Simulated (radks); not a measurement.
The nuclear charge of the europium ion Eu+ is varied continuously with 62 electrons held in [Xe] 4f7 6s1. Method: Dirac Kohn-Sham, PBE, spin-unpolarised, spherical densities, point nucleus; open shells fill j = l - 1/2 first; computed with a radial shooting solver on a logarithmic mesh with Libxc functionals. By the Hellmann-Feynman theorem dE/dZ = E(electron-nucleus)/Z, the electronic potential at the nucleus.

Z	E (hartree)	E(electron-nucleus)/Z (hartree)	HOMO	e(HOMO) (eV)	<r> HOMO (bohr)
62.4	-10600.2745	-416.571	4f7/2	-1.225	1.152
62.6	-10683.7879	-418.562	4f7/2	-3.303	1.068
62.8	-10767.6987	-420.545	4f7/2	-5.745	1.018
63	-10852.0056	-422.524	4f7/2	-8.441	0.9815
63.2	-10936.7082	-424.502	6s1/2	-9.924	3.735
63.4	-11021.8063	-426.479	6s1/2	-11.397	3.619
63.6	-11107.2997	-428.455	6s1/2	-12.932	3.514
63.8	-11193.1885	-430.433	6s1/2	-14.525	3.417
64	-11279.4728	-432.411	6s1/2	-16.174	3.328

The central difference of E at Z = 63 is -422.524 hartree, to compare with the third column; the second derivative is -9.89 hartree. No converged solution with all levels bound was reached at Z = 62, 62.2.
